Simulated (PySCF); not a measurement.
Theory: PySCF, delta-SCF UKS SCAN, pcX-2 on the ionised atom, pcseg-1 elsewhere, spin-free X2C. Geometries: PBE0-D3(BJ)/def2-SVP; isolated species, one conformer each. Values against the vacuum level.

(1) Order these sites by rising C 1s binding energy.
A. Carbon in `[SiH2](Br)/C=N\[H]`
B. C5 in `[CH3:1][C:2]#[C:3][CH2:4][C:5]([F:6])([F:7])[F:8]`
C. C5 in `[F:1][B:2]([F:3])[C@H:4]1[CH:5]=[N:6]1`
D. Carbon in `C[NH][GeH2][NH][GeH3]`

(2) Order these sites by rising N 1s binding energy.
A. Nitrogen in `[H]/N=C\[SiH2]Br`
B. N4 in `[CH3:1][NH:2][GeH2:3][NH:4][GeH3:5]`
C. Nitrogen in `FB(F)[C@H]1C=N1`

Answers

(1) D (291.37 eV), A (291.96 eV), C (293.08 eV), B (298.20 eV).

The highest is bonded to 3 F and C, the lowest to N and 3 H; the range is 6.83 eV.

(2) B (403.52 eV), A (405.12 eV), C (406.02 eV).

From the lowest up, the atoms are bonded to: H and 2 Ge (403.52); C (double bond) and H (405.12); C (double bond) and C (406.02).

2 of these hole states are spin-contaminated (⟨S²⟩ up to 0.91, against 0.75; counted from 0.85) and less certain.
